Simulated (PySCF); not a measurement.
Species: C3H8N2SSi.
Structure used (GFN2-xTB), in Å, numbered top down from 1:
```xyz
15
C3H8N2SSi angstrom
C     -2.167    1.164   -0.666
Si    -0.672    0.014   -0.489
N     -0.847   -1.417    0.462
S      0.812    1.168    0.588
C      2.183   -0.055    0.607
C      2.744   -0.187   -0.703
N      3.160   -0.273   -1.765
H     -2.968    0.666   -1.205
H     -2.556    1.468    0.302
H     -1.911    2.067   -1.212
H     -0.103   -0.418   -1.757
H     -1.387   -2.182    0.092
H     -1.015   -1.329    1.454
H      1.792   -1.011    0.955
H      2.929    0.331    1.303
```

Computed, not measured: PySCF 2.14.0, density-fitted response routines, TDDFT wB97X-D/def2-SVPD, vertical, gas phase, core orbitals frozen in the response.

Ground-to-excited transition dipoles (e·a0, same axes as the geometry; the sign carries no meaning), for the states with f of 0.002 or more among the lowest 7:

| state | E (hartree) | μx | μy | μz |
| --- | --- | --- | --- | --- |
| S1 | 0.2062 | -0.116 | 0.007 | 0.057 |
| S2 | 0.2433 | 0.162 | 0.016 | -0.486 |
| S3 | 0.2535 | -0.537 | 0.186 | -0.052 |
| S4 | 0.2598 | 0.146 | 0.212 | -0.029 |
| S5 | 0.2646 | -0.322 | -0.073 | 0.214 |
| S6 | 0.2709 | 0.195 | -0.150 | 0.003 |
| S7 | 0.2737 | -0.080 | -0.037 | 0.068 |

Q: Work out the oscillator strengths.

A: f = (2/3) ΔE |μ|² with ΔE in hartree (27.2114 eV).

| state | \|μ\|² (au) | \|μ\| (D) | f |
| --- | --- | --- | --- |
| S1 | 0.017 | 0.33 | 0.002 |
| S2 | 0.263 | 1.30 | 0.043 |
| S3 | 0.326 | 1.45 | 0.055 |
| S4 | 0.067 | 0.66 | 0.012 |
| S5 | 0.155 | 1.00 | 0.027 |
| S6 | 0.061 | 0.63 | 0.011 |
| S7 | 0.012 | 0.28 | 0.002 |

Q: What angle do the transition dipoles of S3 and S5 make?

A: |cos θ| = |μa·μb| / (|μa| |μb|) = 0.66, so θ ≈ 49° (taken between 0 and 90°, since the signs are arbitrary).

Q: What peak molar absorption coefficient would the strongest computed level give as a lone Gaussian band 0.5 eV wide at half height?

A: ε(max) = 2.175×10⁸ f / FWHM, with the width in cm⁻¹. S3: 2.175×10⁸ × 0.0551 / 4033 ≈ 3000 L mol⁻¹ cm⁻¹.

One conformer stands for the species.
